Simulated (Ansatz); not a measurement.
Se (SMILES [Se+]), charge +1, quartet; PBE0/6-31G** (Ansatz, a first-principles code).

The Ansatz input:
Ansatz 0.2 input:
```yaml
crystal:
  periodic: [false, false, false]
  atoms:
    - {symbol: Se, position_ang: [0.00000000, 0.00000000, 0.00000000]}
basis:
  gaussian:
    orbitals: 6-31G__.json
hamiltonian:
  xc: pbe0
total_charge: 1
magnetization: {spin_polarized: true, initial_magnetization: 3}
output: {forces: true}
```
The basis file holds 6-31G** in the JSON format of the Basis Set Exchange.

Write the output that Ansatz gives for this input, abridged.


```
Functional definition: PBE0
236 factors; integrals over basis functions are off by at most 1.2e-3 eV
mean field evaluation 1: about -65322.4462 eV, gradient 7.7e0 eV
mean field evaluation 2: about -65322.5487 eV, gradient 7.1e0 eV
mean field evaluation 4: about -65322.6045 eV, gradient 1.4e-2 eV
mean field evaluation 8: about -65322.6051 eV, gradient 1.0e-4 eV
mean field -65322.60510756 eV, -2400.5614604510 hartree, gradient 7.2e-6 eV, S^2 3.750505; 0 other end points of the search recorded, 0 dependent functions left out
the calculation of the forces begins
reference -65322.60512999 eV, -2400.5614612752 hartree; 18, 15 occupied and 17, 20 virtual orbitals, 236 factors
Total energy: -65322.60512999 eV, -2400.5614612752 hartree
Atom 0 at     0.000000     0.000000     0.000000 Å, force     0.000000    -0.000000    -0.000000 eV/Å
Dipole moment:    -0.000000    -0.000000     0.000000 e Å
```
